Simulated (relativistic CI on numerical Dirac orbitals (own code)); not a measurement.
**Electric-dipole lines of Ar⁷⁺**

Calculated at this level of theory: Dirac-Coulomb-Breit CI, separate exchange-only KLI orbitals for each configuration, model QED (radiative potential, 1s self-energy scaled to tabulated hydrogen-like ionisation energies), unscaled Slater integrals (own radial code, finite nucleus).

Configuration list (outside the closed core [Ne]): 3s, 3p, 3d, 4s, 4p, 4d, 4f, 5s, 5p, 5d, 5f, 5g, 6s, 6p, 6d. Levels of other configurations are missing.

| λ vac (Å) | Lower | Upper | A (s⁻¹) | gf | Branching (%) |
| --- | --- | --- | --- | --- | --- |
| 185.72 | 3d 2D_3/2 [4] | 5f 2F°_5/2 [18] | 2.27e+10 | 7.03e-01 | 65.7 |
| 185.76 | 3d 2D_5/2 [5] | 5f 2F°_7/2 [19] | 2.43e+10 | 1.00e+00 | 70.4 |
| 262.98 | 3d 2D_3/2 [4] | 4f 2F°_5/2 [11] | 5.82e+10 | 3.62e+00 | 93.3 |
| 263.04 | 3d 2D_5/2 [5] | 4f 2F°_7/2 [12] | 6.24e+10 | 5.18e+00 | 100.0 |
| 519.38 | 3p 2P°_1/2 [2] | 3d 2D_3/2 [4] | 6.55e+09 | 1.06e+00 | 83.9 |
| 526.39 | 3p 2P°_3/2 [3] | 3d 2D_5/2 [5] | 7.57e+09 | 1.89e+00 | 100.0 |
| 567.27 | 4d 2D_3/2 [9] | 5f 2F°_5/2 [18] | 9.52e+09 | 2.76e+00 | 27.6 |
| 567.40 | 4d 2D_5/2 [10] | 5f 2F°_7/2 [19] | 1.02e+10 | 3.94e+00 | 29.6 |
| 630.47 | 4f 2F°_5/2 [11] | 5g 2G_7/2 [20] | 1.69e+10 | 8.04e+00 | 96.4 |
| 630.54 | 4f 2F°_7/2 [12] | 5g 2G_9/2 [21] | 1.75e+10 | 1.04e+01 | 100.0 |
| 700.45 | 3s 2S_1/2 [1] | 3p 2P°_3/2 [3] | 2.71e+09 | 7.97e-01 | 100.0 |
| 1391.7 | 5d 2D_5/2 [17] | 6p 2P°_3/2 [24] | 1.32e+09 | 1.53e+00 | 13.0 |
| 1444.7 | 4p 2P°_1/2 [7] | 4d 2D_3/2 [9] | 1.28e+09 | 1.61e+00 | 8.1 |
| 1464.4 | 4p 2P°_3/2 [8] | 4d 2D_5/2 [10] | 1.48e+09 | 2.86e+00 | 9.2 |
| 1874.3 | 4s 2S_1/2 [6] | 4p 2P°_3/2 [8] | 5.48e+08 | 1.15e+00 | 3.3 |
| 3032.5 | 5p 2P°_1/2 [14] | 5d 2D_3/2 [16] | 3.82e+08 | 2.11e+00 | 2.7 |
| 3073.8 | 5p 2P°_3/2 [15] | 5d 2D_5/2 [17] | 4.42e+08 | 3.75e+00 | 3.1 |
| 3918.8 | 5s 2S_1/2 [13] | 5p 2P°_3/2 [15] | 1.64e+08 | 1.51e+00 | 1.2 |
| 5459.7 | 6p 2P°_1/2 [23] | 6d 2D_3/2 [25] | 1.45e+08 | 2.59e+00 | 1.3 |
| 5533.7 | 6p 2P°_3/2 [24] | 6d 2D_5/2 [26] | 1.67e+08 | 4.61e+00 | 1.5 |

Terms are leading LS components. Brackets give the number of a level in order of energy, since labels repeat. The list gives strong lines, with weight on those to low levels, without lines whose two gauges differ by over a factor of 2.5, and without 2 lines that miss the measured interval by over 7 %, start from a term whose rates miss tabulated ones by over 60 %, have gauges far apart or, lacking measured levels, span too small a gap for the errors found; lines with a level outside our table were not tested and can miss by more. Levels whose partners in the same complex of configurations lie outside the list can be far off, and so can their lines. Rates are taken at the computed energies, electric ones in the length gauge.

At this charge configurations can still be misplaced by up to about 7 % of their energy. 24 of the 24 excited levels that our extract of the measured tables holds in this range could be paired (the sources list more); they are missed by 3089 cm⁻¹ on average and 4518 at most, and levels without a partner can miss by more.
